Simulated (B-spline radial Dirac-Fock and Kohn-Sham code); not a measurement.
Two-hole binding energies of Ho⁴⁶⁺

System: the Ho⁴⁶⁺ ion in the configuration [Ar] 3d3.

Input file task.json (cfg lists n, l and occupation; rrms is the nuclear radius in fm):

```json
{"items": [{
  "Z": 67,
  "q": 46,
  "cfg": [[1, 0, 2], [2, 0, 2], [2, 1, 6], [3, 0, 2], [3, 1, 6], [3, 2, 3]],
  "A": 165,
  "rrms": 5.2022,
  "do": ["binding", "quiet", "double"]
}]}
```

Run with: `python xray_run.py task.json out`

Method: relaxed Dirac-Fock hole states (ΔSCF) with Breit and QED corrections and a finite nucleus. Computed with an atomic code on a B-spline grid. U is the two-hole binding energy less the two single-hole energies, the effective repulsion of the holes after relaxation. Each two-hole energy is an average over J within one jj subconfiguration.

| holes | E(a) (eV) | E(b) (eV) | E(ab) (eV) | U (eV) |
| --- | --- | --- | --- | --- |
| 1s⁻² | 58455.1 | 58455.1 | 118191.9 | 1281.6 |
| 1s⁻¹ 2p1/2⁻¹ | 58455.1 | 11693.5 | 70578.7 | 430.1 |
| 1s⁻¹ 2p3/2⁻¹ | 58455.1 | 10834.1 | 69667.1 | 377.8 |
| 1s⁻¹ 3p1/2⁻¹ | 58455.1 | 4341.7 | 62970.4 | 173.5 |
| 1s⁻¹ 3p3/2⁻¹ | 58455.1 | 4133.4 | 62748.7 | 160.1 |
| 2s⁻² | 12153.5 | 12153.5 | 24571.5 | 264.4 |
| 2s⁻¹ 2p1/2⁻¹ | 12153.5 | 11693.5 | 24102.9 | 255.8 |
| 2s⁻¹ 2p3/2⁻¹ | 12153.5 | 10834.1 | 23233.0 | 245.4 |
| 2p1/2⁻¹ 2p3/2⁻¹ | 11693.5 | 10834.1 | 22815.2 | 287.5 |
| 2p3/2⁻² | 10834.1 | 10834.1 | 21949.8 | 281.5 |
| 2s⁻¹ 3p3/2⁻¹ | 12153.5 | 4133.4 | 16425.1 | 138.1 |
| 2p1/2⁻¹ 3p3/2⁻¹ | 11693.5 | 4133.4 | 15970.3 | 143.4 |
| 3p1/2⁻¹ 3p3/2⁻¹ | 4341.7 | 4133.4 | ? | ? |
| 3p3/2⁻² | 4133.4 | 4133.4 | 8373.7 | 106.9 |

**Question.** Give the missing two-hole energy and U.

**Answer.** E(ab) = 8582.7 eV and U = 107.5 eV.
